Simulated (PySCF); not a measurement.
Species: CH7BrOSi2.
Numbering: `[CH3:1][O:2][SiH2:3][SiH2:4][Br:5]` (hydrogens: H6, H7, H8 on C1; H9, H10 on Si3; H11, H12 on Si4)

Structure used (PBE0-D3(BJ)/def2-SVP), in Å, numbered top down from 1:
```
atom  x, y, z in Å
C1    -2.1418    0.6561   -0.7498
O2    -1.0056   -0.1234   -0.4935
Si3    0.3883    0.4592    0.2093
Si4    1.8365   -1.3498    0.4984
Br5    3.6341   -0.4284    1.4715
H6    -2.5576    1.0957    0.1757
H7    -1.9272    1.4803   -1.4548
H8    -2.9153    0.0159   -1.1998
H9     0.1037    1.0774    1.5446
H10    1.0444    1.4962   -0.6502
H11    1.2982   -2.3989    1.4122
H12    2.2727   -1.9855   -0.7784
```

Method used: PBE0-D3(BJ)/def2-SVP geometry optimisation, gas phase (PySCF 2.14.0).

Take the most abundant isotopes and a rigid rotor. The values belong to one conformer with, in the numbering `[CH3:1][O:2][SiH2:3][SiH2:4][Br:5]`, C1–O2–Si3–Si4 176°, O2–Si3–Si4–Br5 -179°.

(1) Give the principal moments of inertia and the rotational constants in MHz.

(2) What kind of rotor is it?

(3) What does the inertial defect say?

(4) Give the other two planar moments, Paa and Pbb, and the rms extents of the mass along the axes.

(5) Which types of transition are allowed, and where do some lines up to J = 4 fall?

Results:

(1) Ia = 65.47, Ib = 829.42, Ic = 879.62 u·Å²; 505379 MHz·u·Å²/I gives A = 7719, B = 609.3, C = 574.5 MHz.

(2) A near-prolate asymmetric top. Ray's parameter κ = (2B − A − C)/(A − C) = -0.990; −1 is the prolate and +1 the oblate limit.

(3) Not planar: Δ = Ic − Ia − Ib = -15.28 u·Å². For a rigid frame Δ = −2 Σ m c², so Σ m c² = 7.64 u·Å² lies off the ab plane: 7.57 from hydrogen and 0.07 from heavier atoms. The atom farthest from that plane is 1.25 Å away.

(4) Paa = Σ m a² = (Ib + Ic − Ia)/2 = 821.78 and Pbb = Σ m b² = (Ia + Ic − Ib)/2 = 57.83 u·Å². With the mass M = 169.92 u, the rms extents √(P/M) along a, b and c are 2.20, 0.58, 0.21 Å.

(5) The dipole components are |μa| = 2.21 D, |μb| = 0.13 D, |μc| = 0.05 D. Intensities carry the squares of the components, which stand as 1.00 : 0.00 : 0.00 (a : b : c). Some lines, for components of 0.1 D or more:

```csv
type,branch,"J(Ka,Kc)",MHz,lower level (cm⁻¹)
a,Q,"4(1,3) ← 4(1,4)",348,0.627
a,R,"2(0,2) ← 1(0,1)",2368,0.039
a,R,"3(0,3) ← 2(0,2)",3551,0.118
a,R,"3(1,2) ← 2(1,1)",3604,0.358
a,R,"4(1,4) ← 3(1,3)",4666,0.471
a,R,"4(2,3) ← 3(2,2)",4735,1.188
a,R,"4(2,2) ← 3(2,1)",4737,1.188
a,R,"4(1,3) ← 3(1,2)",4805,0.478
b,Q,"1(1,0) ← 1(0,1)",7144,0.039
b,R,"1(1,1) ← 0(0,0)",8293,0.000
b,R,"4(1,4) ← 3(0,3)",11689,0.237
b,Q,"2(2,0) ← 2(1,1)",21329,0.358
b,Q,"2(2,1) ← 2(1,2)",21433,0.354
b,R,"4(2,3) ← 3(1,2)",26012,0.478
b,R,"4(2,2) ← 3(1,3)",26222,0.471
b,Q,"4(3,1) ← 4(2,2)",35633,1.346
b,R,"3(3,1) ← 2(2,0)",39186,1.069
b,Q,"4(4,0) ← 4(3,1)",49888,2.534
b,R,"4(4,1) ← 3(3,0)",54624,2.376
b,R,"4(4,0) ← 3(3,1)",54624,2.376
```

Not checked by PBE0-D3(BJ)/def2-SVP frequencies. Constants of a rigid frame at the computed geometry: no zero-point averaging, no centrifugal distortion. A rigid rotor knows nothing of internal rotation, which can split or shift real lines. Quadrupole hyperfine structure (79Br) is left out.
